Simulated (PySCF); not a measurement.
Cartesian coordinates (Å):
```xyz
9

Zn    -0.0002    -0.0001     0.0001
C     -0.9052     1.7276     0.0835
H     -0.3970     2.4817    -0.5474
H     -0.9292     2.1223     1.1172
H     -1.9523     1.6536    -0.2672
C      0.9047    -1.7279    -0.0834
H      2.0049    -1.6083    -0.0992
H      0.6195    -2.2904    -0.9929
H      0.6525    -2.3598     0.7896
```
Charge 0, multiplicity 1.

Q: Give the HOMO, HOMO–LUMO gap, charge on the central atom (meta-Löwdin), total energy and charge on the central atom (Mulliken) at the level TPSSh-D3(BJ)/def2-TZVP // TPSS-D3(BJ)/def2-SVP run with PySCF.

A: 
```json
{
  "HOMO": "-6.51 eV",
  "HOMO–LUMO gap": "6.41 eV",
  "charge on the central atom (meta-Löwdin)": "1.04 e",
  "total_energy": "-1859.2474 Ha",
  "charge on the central atom (Mulliken)": "0.35 e"
}
```
